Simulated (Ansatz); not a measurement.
C2H6AuN (`C[N](C)[Au]`), 10 atoms. The species carries charge 0 and has multiplicity 1. Correlated methods include outer-core shells of Au, which these sets cover unevenly. Au: def2 effective core potential. All runs use 4 threads of a server CPU on a shared host. Correlated methods freeze the cores.

(1) Give the basis size and wall time and peak host memory of each of these runs in Ansatz. RKS BHLYP-D4/def2-TZVPP energy; RKS PBE0-D4/def2-SVP energy; RKS r2SCANh-D4/def2-TZVPP energy; RHF-MP2/def2-QZVPP energy; RHF-CCSD(T)/def2-SVP energy; direct RPA on PBE orbitals/def2-TZVPP energy; RKS PBE0-D4/def2-QZVPP energy; RHF-CCSD(T)/def2-TZVPP energy; RKS HSE06-D4/def2-TZVPP energy; RKS ωB97X-V/def2-TZVPP energy; RKS PBE0-D4/def2-TZVP relaxation (4 steps); RKS ωB97M-V/def2-SVP energy. (Best estimate.)

Results:

(1) The calculation gave: Other jobs shared the machine, so times are rough.

```json
{"level": "RKS PBE0-D4/def2-SVP", "job": "energy", "functions": "104", "wall time": "0.75 s", "peak host memory (GiB)": "0.24"}
{"level": "RKS BHLYP-D4/def2-TZVPP", "job": "energy", "functions": "233", "wall time": "2 s", "peak host memory (GiB)": "0.54"}
{"level": "RKS HSE06-D4/def2-TZVPP", "job": "energy", "functions": "233", "wall time": "2.1 s", "peak host memory (GiB)": "0.55"}
{"level": "RKS ωB97M-V/def2-SVP", "job": "energy", "functions": "104", "wall time": "2.6 s", "peak host memory (GiB)": "0.33"}
{"level": "RKS r2SCANh-D4/def2-TZVPP", "job": "energy", "functions": "233", "wall time": "3 s", "peak host memory (GiB)": "0.54"}
{"level": "RKS ωB97X-V/def2-TZVPP", "job": "energy", "functions": "233", "wall time": "4.6 s", "peak host memory (GiB)": "0.66"}
{"level": "direct RPA on PBE orbitals/def2-TZVPP", "job": "energy", "functions": "233", "wall time": "4.7 s", "peak host memory (GiB)": "0.65"}
{"level": "RKS PBE0-D4/def2-QZVPP", "job": "energy", "functions": "439", "wall time": "5 s", "peak host memory (GiB)": "1.4"}
{"level": "RHF-CCSD(T)/def2-SVP", "job": "energy", "functions": "104", "wall time": "7 s", "peak host memory (GiB)": "0.63"}
{"level": "RKS PBE0-D4/def2-TZVP", "job": "relaxation (4 steps)", "functions": "169", "wall time": "9 s", "peak host memory (GiB)": "0.42"}
{"level": "RHF-MP2/def2-QZVPP", "job": "energy", "functions": "439", "wall time": "18 s", "peak host memory (GiB)": "2.7"}
{"level": "RHF-CCSD(T)/def2-TZVPP", "job": "energy", "functions": "233", "wall time": "120 s", "peak host memory (GiB)": "5.1"}
```

HSE06 is defined as in plane-wave codes.
